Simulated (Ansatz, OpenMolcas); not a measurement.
## BCl2F (dichlorofluoroborane): methods side by side

BCl2F: 4 atoms, total charge 0, spin state singlet. SMILES: `FB(Cl)Cl`. Geometry: relaxed at PBE0-D4/def2-TZVP.

Quantity: the HOMO–LUMO gap, in eV. The values are calculated.

| level | kind | program | value (eV) | CPU time |
| --- | --- | --- | --- | --- |
| HF/6-311+G** | Hartree–Fock | Ansatz | 14.17 | 2.2 s |
| SVWN5/6-311+G** | LDA | Ansatz | 5.80 | 3.1 s |
| PBE/6-311+G** | GGA | OpenMolcas | 5.94 | 24 s |
| M06-L/6-311+G** | meta-GGA | OpenMolcas | 6.60 | 35 s |
| B3LYP/6-311+G** | global hybrid | OpenMolcas | 7.88 | 28 s |
| BHLYP/6-311+G** | global hybrid | OpenMolcas | 10.80 | 27 s |
| wB97X/6-311+G** | range-separated hybrid | Ansatz | 13.14 | 25 s |
| B2PLYP/6-311+G** | double hybrid | OpenMolcas | 11.10 | 22 s |

The values span 5.80 to 14.17 eV. Orbital gaps aren't excitation energies, and those of double hybrids come from the SCF part alone; they tend to grow with the share of exact exchange. Times are those of the runs behind each value, whatever else they computed, on shared processors of several kinds: orders of magnitude only.
